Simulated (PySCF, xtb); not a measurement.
HOSn, SMILES [OH+]=[Sn] (connectivity only; charge and spin as stated), charge +1, multiplicity 1.

Harmonic wavenumbers (cm⁻¹) from GFN2-xTB in xtb 6.7.1 at its own minimum, in rising order: 480, 480, 486, 3344.

Problem. What does r2SCAN-D4/def2-TZVP (PySCF 2.14.0) give at its own minimum? (The exact figures need the calculation; the answer reports its results.)

Solution. 115, 115, 759, 3823. Paired by order, the mean absolute difference is 371 cm⁻¹ and the zero-point energies are 6.8 and 6.9 kcal/mol.
